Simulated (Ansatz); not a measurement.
**Relaxing a trial structure of CH6AlB2F**

The starting geometry of this gas-phase singlet was optimised with GFN2-xTB.

```xyz
11

C    -0.6887   -0.3276    0.0319
Al   -1.8453    1.2699   -0.3165
B    -2.6256   -1.6243    1.6040
B    -1.3855   -0.5838    1.3922
F    -1.4377    2.7967    0.1590
H    -2.5011   -2.7079    2.0368
H    -3.7341   -1.3245    1.3496
H    -1.0001    0.0855    2.2934
H     0.3447    0.0367    0.0756
H    -0.7854   -1.0876   -0.7440
H    -3.1703    1.2516   -1.0756
```

Task: Predict what becomes of its bonds when it is optimised with r2SCAN-D4/def2-SVP.

Result: New bonds form, giving a structure with H7 bridging B3 and Al2, H11 bridging B3 and Al2, given below by its coordinates. Distances that change by over a tenth: Al2–B4 (2.56 → 2.23 Å), Al2–H11 (1.53 → 1.78 Å). Contacts that close: Al2–B3 (3.56 → 2.03 Å), Al2–H7 (3.62 → 1.86 Å), B3–H11 (3.97 → 1.32 Å).

The energy falls by 1.15 eV over 42 steps:

```tsv
step	E − E(last) (eV)
1	1.145
6	0.951
10	0.944
15	0.867
19	0.732
24	0.722
28	0.687
33	0.057
37	0.000
42	0.000
```

Final geometry (Å):

```yaml
atoms:
  - { symbol: C, position_ang: [-0.3049, -0.0297, 0.1439] }
  - { symbol: Al, position_ang: [-2.0692, 0.8176, 0.2760] }
  - { symbol: B, position_ang: [-2.7515, -0.9457, 1.0161] }
  - { symbol: B, position_ang: [-1.0092, -0.9224, 1.1720] }
  - { symbol: F, position_ang: [-2.6878, 2.3235, -0.0490] }
  - { symbol: H, position_ang: [-3.5350, -1.8045, 1.3234] }
  - { symbol: H, position_ang: [-3.1221, 0.1163, 1.6454] }
  - { symbol: H, position_ang: [-0.4684, -1.2700, 2.1978] }
  - { symbol: H, position_ang: [0.7183, 0.3538, 0.2173] }
  - { symbol: H, position_ang: [-0.5661, -0.2673, -0.9137] }
  - { symbol: H, position_ang: [-3.0333, -0.5870, -0.2228] }
```

Frequencies at the end are all real (lowest 153 cm⁻¹). Run with Ansatz 0.2.0, 92 s on 2 threads of Arm Neoverse V2, on a shared host.
